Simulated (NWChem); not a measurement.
## Correlation energy of Hg

SMILES: [Hg]
```xyz
1

Hg     0.0000     0.0000     0.0000
```
Charge 0, spin multiplicity 1.

Everything below was run with NWChem.

Basis set: def2-TZVP. Each correlation energy counts from its own Hartree-Fock reference.

Effective core potentials replace the inner electrons of Hg; spin-orbit coupling is left out. The correlated methods keep 4 core orbitals frozen. No row is a measurement; the coupled-cluster row has its own basis-set and correlation limits.

Q: One of these methods gave a correlation energy of -321.9 mHa. Which?
A) CCSD
B) MP2
C) SCS-MP2
D) CCSD(T)

A: D, CCSD(T). The others give -315.5 (CCSD), -335.8 (MP2), -303.3 (SCS-MP2).
